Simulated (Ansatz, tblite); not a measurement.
Isomers of Au₂O (singlet), found by a short tight-binding search and relaxed with r2SCAN-D4/def2-TZVP in Ansatz.

In the def2 sets Au takes a core potential; there is no spin–orbit coupling. The xTB rows come from tblite.

Run but left out: HF/def2-TZVPP, MP2/def2-TZVPP, CCSD/def2-TZVPP, CCSD(T)/def2-TZVPP (A: restricted singlet, unstable towards broken spin symmetry).

B: The restricted singlet is unstable towards broken spin symmetry in Hartree–Fock (as tested in another run); at PBE-D4/def2-TZVP, r2SCAN-D4/def2-TZVP, r2SCANh-D4/def2-TZVP, PBE0-D4/def2-TZVP and others this wasn't settled.

Other spin states were run for one of them alone.

A:

```xyz
3

Au   -0.395    1.479    0.238
Au    0.442   -1.117   -0.979
O    -0.047   -0.363    0.741
```

B:

```xyz
3

Au   -1.235   -1.590    0.425
Au   -0.132    0.648    0.273
O     1.367    0.941   -0.697
```

Q: Estimate which lies lowest at each level, and how far above it the others are (kJ/mol).

A: 
```
               level    A      B
            GFN1-xTB  0.0   14.4
            GFN2-xTB  0.0   83.6
    PBE-D4/def2-TZVP  0.0   82.2
 r2SCAN-D4/def2-TZVP  0.0   92.4
r2SCANh-D4/def2-TZVP  0.0  100.2
   PBE0-D4/def2-TZVP  0.0  106.1
r2SCAN0-D4/def2-TZVP  0.0  111.3
```
Point groups (tolerance 0.1 Å): A C2v, B Cs. Lower isomers may exist.
